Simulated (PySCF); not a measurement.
# Computed data sheet: `C=Cc1ccccc1C#N`

C9H7N.
Cartesian coordinates in Å at the GFN2-xTB level; atoms count from 1:
```
atom  x, y, z in Å
C1    -2.5399   -1.3143    0.0269
C2    -1.8377   -0.1877    0.0578
C3    -0.3866   -0.0847   -0.0391
C4     0.4190   -1.1339   -0.4791
C5     1.7916   -0.9979   -0.5589
C6     2.4035    0.1941   -0.1981
C7     1.6332    1.2546    0.2356
C8     0.2467    1.1230    0.3105
C9    -0.5080    2.2363    0.7456
N10   -1.0968    3.1575    1.0932
H11   -2.0835   -2.2850   -0.0691
H12   -3.6126   -1.3037    0.1095
H13   -2.3546    0.7557    0.1860
H14   -0.0401   -2.0633   -0.7778
H15    2.3911   -1.8252   -0.9086
H16    3.4762    0.2949   -0.2611
H17    2.0915    2.1916    0.5167
```

Structural features include: nitrile, C=C double bond and benzene ring.

GFN2-xTB geometry:

| Quantity | Value |
| --- | --- |
| Point group of the GFN2-xTB geometry | C1 |
| Rotational constants A, B, C of the GFN2-xTB geometry | 1.669, 1.490, 0.789 GHz |

From PBE0/pcSseg-1 ground state and GIAO shieldings, non-relativistic (PySCF):

| Quantity | Value |
| --- | --- |
| Dipole moment | 4.47 D |
| HOMO energy | -7.21 eV |
| LUMO energy | -1.84 eV |
| HOMO–LUMO gap | 5.37 eV |
| Lowest Hirshfeld atomic charge | -0.22 e on N10 |
| Highest Hirshfeld atomic charge | +0.08 e on C9 |
| 13C chemical shifts (computed TMS as zero) by class | 146.7 (C3), 141.9 (C2), 141.2 (C7), 137.6 (C5), 133.4 (C6), 129.0 (C4), 124.6 (C1), 123.3 (C9), 116.5 (C8) ppm |
| 1H chemical shifts (computed TMS as zero) by class | 8.10 (H14), 7.97 (H17), 7.79 (H15), 7.63 (H13), 7.58 (H16), 6.40 (H11), 5.94 (H12) ppm |
| Isotropic shieldings of nuclei other than C and H, by class | -58 (N10) ppm |
| Mayer bond orders between heavy atoms | C1–C2 1.95, C2–C3 1.14, C3–C4 1.39, C4–C5 1.47, C5–C6 1.40, C6–C7 1.45, C7–C8 1.38, C8–C9 1.04, C9–N10 2.99, C8–C3 1.29 |

Monoisotopic mass (most abundant isotopes): 129.0578 u.

A dipole of 4.47 D is allowed in C1, and pure rotational transitions are dipole-allowed. With B = h/(8π²I), that is 505.379 GHz u Å² over I, the principal moments of inertia are 302.7, 339.1 and 640.4 u Å² (most abundant isotopes); the inertial defect Ic − Ia − Ib is -1.4 u Å² (zero for a rigid planar frame, negative otherwise). The dipole matches unit charges of opposite sign 0.93 Å apart (1 e·Å = 4.8032 D). The rotational constants make it an asymmetric top with κ = (2B − A − C)/(A − C) = 0.59, nearer the oblate limit (+1).

The structure is a single GFN2-xTB conformer in the gas phase; no vibrational or solvent corrections.
